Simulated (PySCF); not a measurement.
Two-dimensional NMR puzzle

Compound of formula C₈H₇N. Correlations simulated from computed shifts and couplings:

HSQC (one-bond C–H):
| δH | δC | ¹J(C,H) (Hz) |
| --- | --- | --- |
| 6.51 | 139.7 | 166 |
| 6.31 | 135.8 | 171 |
| 5.88 | 135.8 | 172 |
| 3.60 | 99.2 | 279 |
| 1.98 | 17.6 | 138 |

COSY cross peaks (|J| ≥ 2 Hz):
| δH | δH | abs. J (Hz) | bonds |
| --- | --- | --- | --- |
| 6.51 | 6.31 | 18.4 | 3 |
| 6.51 | 5.88 | 11.7 | 3 |

HMBC (two and three bonds, |J| ≥ 2.5 Hz):
| δH | δC [abs. J in Hz] |
| --- | --- |
| 6.51 | 145.1 [5.8], 126.1 [4.4], 79.7 [8.9] |
| 6.31 | 145.1 [9.6], 139.7 [3.5] |
| 5.88 | 145.1 [14.6] |
| 3.60 | 145.1 [5.4], 79.7 [52.1] |
| 1.98 | 145.1 [7.0], 126.1 [7.8], 125.4 [6.7] |

Carbons without hydrogens: δ 145.1, 126.1, 125.4, 79.7.

One averaged value for each set of equivalent atoms, non-relativistic, single conformer, in vacuum. Coordinates at the PBE0-D3(BJ)/def2-SVP level; NMR shieldings at CAM-B3LYP/pcSseg-1/GIAO; couplings computed with B3LYP/pcJ-1 (without the spin–dipole term); PySCF 2.14.0 with density-fitted response routines.

Scale: TMS for ¹H and ¹³C (reference shieldings calculated alike).

Exchangeable hydrogens are left out of these lists, and C,H couplings along chains are those of one rotamer, so weak HMBC peaks may be missing or extra.

Problem. Work out the connectivity.

Solution. SMILES C#C/C(C=C)=C(/C)C#N.

Atom-mapped SMILES (the numbers label the heavy atoms): `[CH:1]#[C:2]/[C:3]([CH:4]=[CH2:5])=[C:6](/[CH3:7])[C:8]#[N:9]`; H(Xn) means a hydrogen on atom n. Ha(C5) is cis to C3; Hb(C5) is trans to C3.

1. δC 145.1 is C3, a fully substituted alkene carbon.
2. δC 139.7 is C4, an alkene CH (δH 6.51).
3. δC 135.8 is C5, a terminal =CH2 carbon (δH 6.31, 5.88).
4. δC 126.1 is C6, a fully substituted alkene carbon.
5. δC 125.4 is C8, a nitrile carbon.
6. δC 99.2 is C1, a terminal alkyne carbon (δH 3.60).
7. δC 79.7 is C2, an alkyne carbon.
8. δC 17.6 is C7, an allylic methyl carbon (δH 1.98).
9. HMBC from δH 6.51 reaches the proton-free carbons C3, C6, C2.
10. HMBC from δH 6.31 reaches the proton-free carbon C3.
11. HMBC from δH 5.88 reaches the proton-free carbon C3.
12. HMBC from δH 3.60 reaches the proton-free carbons C3, C2.
13. COSY links 6.51–6.31, 6.51–5.88.

The data come from this structure; uniqueness wasn't tested.

Unscaled 3J(H,H) at this level run about 10 % above measured values. Shifts are as computed, not scaled to solution data. Of 1211 compounds with measured shifts, 218 miss one by over three times the rms of a fit or turn the order of signals round; such compounds aren't used in these exercises.
